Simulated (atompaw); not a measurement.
PBE PAW (atompaw) dataset for Sb, scalar-relativistic all-electron reference.

The input file (atompaw 4.2.0.5):

```
Sb 51
GGA-PBE scalarrelativistic loggrid 1500 logderivrange -4 5 226
5 5 4 0 0 0
5 1 3
0 0 0
c
c
c
c
v
c
c
c
v
c
v
2
2.40 2.20 2.30 2.00
y
0.7
n
y
0.2
n
y
2.35
n
custom rrkj gramschmidtortho sinc
3 -0.5 troulliermartins
2.40
1.60
2.40
2.40
2.40
2.40
PWSCFOUT
UPFDX 0.0125d0 UPFXMIN -7.d0 UPFZMESH 51.d0
END
```

Command:

```bash
atompaw < Sb.input > Sb.log
```

Resulting log (summary file):

```
Completed calculations for Sb (AE)

 Exchange-correlation type: GGA, Perdew-Burke-Ernzerhof

 Radial integration grid is logarithmic
 r0 =   1.7079462E-04 h =   8.7105254E-03   n =      1500 rmax =   8.0000000E+01

 Scalar relativistic calculation

 AEatom converged in  32 iterations
   nz     =  51.00
   delta  =       5.686923843717E-17

 All Electron Orbital energies:
  n  l      occupancy      energy
  1  0      2.0000000E+00 -2.2274354E+03
  2  0      2.0000000E+00 -3.3894963E+02
  3  0      2.0000000E+00 -6.6452300E+01
  4  0      2.0000000E+00 -1.0939119E+01
  5  0      2.0000000E+00 -9.4305315E-01
  2  1      6.0000000E+00 -3.0428394E+02
  3  1      6.0000000E+00 -5.5153219E+01
  4  1      6.0000000E+00 -7.4812156E+00
  5  1      3.0000000E+00 -3.5485471E-01
  3  2      1.0000000E+01 -3.7915629E+01
  4  2      1.0000000E+01 -2.4627677E+00

 Total energy
   Total                    :   -12962.90175608616482

 ---
 Completed calculations for Sb (SC)

 Exchange-correlation type: GGA, Perdew-Burke-Ernzerhof

 Radial integration grid is logarithmic
 r0 =   1.7079462E-04 h =   8.7105254E-03   n =      1500 rmax =   8.0000000E+01

 Scalar relativistic calculation

 SCatom converged in   3 iterations
   nz     =  51.00
   delta  =       4.505148751465E-17

 Valence Electron Orbital energies:
  n  l      occupancy      energy
   5  0      2.0000000E+00 -9.4305315E-01
   5  1      3.0000000E+00 -3.5485471E-01
   4  2      1.0000000E+01 -2.4627677E+00

 Total energy
   Total                    :   -12962.90175608795653
   Valence                  :     -475.53489192074642

 PAW parameters:
       lmax =            2
         rc =    2.4116875790394134
        irc =         1098
   rc_shape =    2.2104918411463004
    rc_vloc =    2.3088994055707439
    rc_core =    2.0085066673786489
   Vloc: Norm-conserving Troullier-Martins with l= 3;e=  -5.0000E-01
   Projector type: RRKJ pseudization + Gram-Schmidt ortho.
   Sinc^2 compensation charge shape zeroed at   2.2105E+00

 Number of basis functions     6
 No.   n  nodes  l      Energy         Cp coeff         Occ
  1    5    4    0   -0.9430532E+00  0.1000000E+01  0.2000000E+01
  2  999    5    0    0.7000000E+00  0.1131531E+00  0.0000000E+00
  3    5    3    1   -0.3548547E+00  0.1000000E+01  0.3000000E+01
  4  999    4    1    0.2000000E+00  0.1762731E-02  0.0000000E+00
  5    4    1    2   -0.2462768E+01  0.1000000E+01  0.1000000E+02
  6  999    2    2    0.2350000E+01 -0.4852147E+00  0.0000000E+00

 Eigenvalues of overlap operator (in the basis of projectors):
    1        2.75489959E-03
    2        1.50130388E-01
    3        6.02473530E-01
    4        3.33161955E+00
    5        3.74916895E+00
    6        1.01866445E+03

 Orbital leakage outside PAW augmentation regions
   orb  is_core?  %out_of_sphere
   1 0    T           0.00
   2 0    T           0.00
   3 0    T          -0.00
   4 0    T           0.01
   5 0    F          35.65
   2 1    T          -0.00
   3 1    T           0.00
   4 1    T           0.03
   5 1    F          62.80
   3 2    T           0.00
   4 2    F           0.86

 Summary of PAW energies
   Total valence energy     :   -475.53284652389391
   Smooth energy            :      8.23623086577598
   One center               :   -483.76907738966992
   Smooth kinetic           :     11.58607935189679
   Vloc energy              :     -8.09013133115170
   Smooth exch-corr         :     -5.66421123418643
   One-center xc            :   -334.53876768115043
```

Note: ghost state, extra bound levels that the all-electron valence spectrum of the same l lacks: s at -38.5 eV. A true bound ghost makes a file unfit for plane-wave use.

The run took about 6.7 s on one core of a shared host (Intel(R) Xeon(R) Platinum 8259CL CPU @ 2.50GHz, 96 threads, 755 GiB, load 52).
